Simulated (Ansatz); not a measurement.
Reaction (formal exchange of groups at the Si–H bond): `C[SiH2]O[SiH3]` + `NC1=NCC1` → `C[SiH2]O[SiH2]N` + `C1=NCC1`

Isolated molecules relaxed with PBE0-D4/def2-TZVP in Ansatz; ΔE leaves out vibrations. CBS: MP2 limit from def2 TZ/QZ plus the TZ coupled-cluster correction, frozen cores. This one scheme is used for every species. DFT in def2-TZVPP. B3LYP here is the variant with VWN-RPA as its local correlation; programs differ in this. Each species was taken in one conformer, which may not be the lowest.

`C[SiH2]O[SiH3]`:

Cartesian coordinates in Å:
```
C -0.869 1.901 0.666
Si -0.917 0.110 0.179
O 0.601 -0.380 -0.203
Si 1.533 -1.625 -0.698
H -0.220 2.051 1.532
H -1.872 2.251 0.926
H -0.495 2.517 -0.154
H -1.805 -0.091 -0.999
H -1.431 -0.726 1.299
H 2.934 -1.149 -0.790
H 1.086 -2.110 -2.031
H 1.455 -2.749 0.273
```

`NC1=NCC1`:

```xyz
11

N    -0.648    1.420    1.113
C    -0.006    0.502    0.346
N     1.247    0.428    0.056
C     1.001   -0.840   -0.675
C    -0.503   -0.737   -0.325
H    -0.131    2.259    1.325
H    -1.634    1.543    0.967
H     1.243   -0.778   -1.739
H     1.520   -1.697   -0.238
H    -1.185   -0.589   -1.166
H    -0.902   -1.510    0.335
```

`C[SiH2]O[SiH2]N`:

Z-matrix (Å, degrees):
```
C
Si 1 1.857
H 1 1.092 2 110.9
H 1 1.093 2 110.5 3 -120.0
H 1 1.093 2 110.8 3 120.2
O 2 1.638 1 109.2 3 -60.8
H 2 1.490 1 110.3 3 179.0
H 2 1.492 1 110.4 3 59.8
Si 6 1.639 2 142.6 1 162.2
N 9 1.705 6 116.0 2 44.5
H 9 1.484 6 108.2 2 -74.9
H 9 1.481 6 105.5 2 164.4
H 10 1.006 9 121.7 6 -83.4
H 10 1.006 9 122.3 6 72.0
```

`C1=NCC1`:

Cartesian coordinates in Å:
```
C 1.010 -0.531 -0.129
N 0.050 -1.251 -0.574
C -0.929 -0.200 -0.200
C 0.239 0.664 0.335
H 2.067 -0.795 -0.129
H -1.465 0.201 -1.063
H -1.650 -0.543 0.544
H 0.432 1.599 -0.195
H 0.246 0.856 1.410
```

```csv
level,ΔE (kJ/mol),difference from CCSD(T)/CBS
PBE-D4,-52.4,19.9
r2SCAN-D4,-58.3,14.0
B3LYP-D4,-60.6,11.7
ωB97M-V,-66.6,5.7
PBE,-52.0,20.3
PBE0,-54.8,17.5
HF/def2-TZVPP,-64.5,7.8
SCS-MP2/def2-TZVPP,-69.2,3.1
CCSD(T)/def2-TZVPP,-69.6,2.7
HF/def2-QZVPP,-65.1,7.2
CCSD(T)/CBS,-72.3,0
```

Largest T1 diagnostic among the species: 0.012.

In def2-TZVPP, CCSD(T) changes the Hartree–Fock value by −5.1 kJ/mol (the triples alone add +0.7 kJ/mol) and MP2 by −4.1 kJ/mol.
